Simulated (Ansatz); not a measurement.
Frontier orbitals of C$_{2}$H$_{7}$BFNSi, SMILES `CB/N=C(/F)[SiH3]`.

```
atom    x (Å)    y (Å)    z (Å)
  C1   2.3894   0.2855  -0.6011
  B2   1.4194  -0.5102   0.3389
  N3   0.1463  -0.0749   0.6109
  C4  -1.0075   0.2862   0.8182
  F5  -1.2792   1.1053   1.8745
 Si6  -2.5627  -0.1562  -0.1717
  H7   3.3014   0.5459  -0.0534
  H8   2.7133  -0.3552  -1.4282
  H9   1.9601   1.1995  -1.0141
 H10   1.7517  -1.5395   0.8600
 H11  -3.1705   1.0974  -0.6799
 H12  -2.1456  -1.0379  -1.2847
 H13  -3.5162  -0.8458   0.7306
```

Total charge 0; spin multiplicity 1. The geometry is a stationary point of PBE0-D4/def2-TZVP. It is one conformer, not always the lowest. Basis def2-TZVPP, Ansatz 0.2.0.

Orbital energies of one run (eV). Highest occupied ones, from the top: -9.64, -9.74, -11.63, -11.72, -11.87, -12.25, -12.49, -12.77, -13.69, -14.97, -15.22, -17.24, -18.07, -19.94. Empty: 0.21, 0.83, 1.50, 1.93, 2.15, 2.26.

(1) Which functional gave them?
A. B97M-V
B. ωB97X-V
C. CAM-B3LYP
D. r2SCAN

Answers

(1) C. HOMO energies: CAM-B3LYP -9.64, r2SCAN -7.20, B97M-V -7.31, ωB97X-V -10.62 eV.
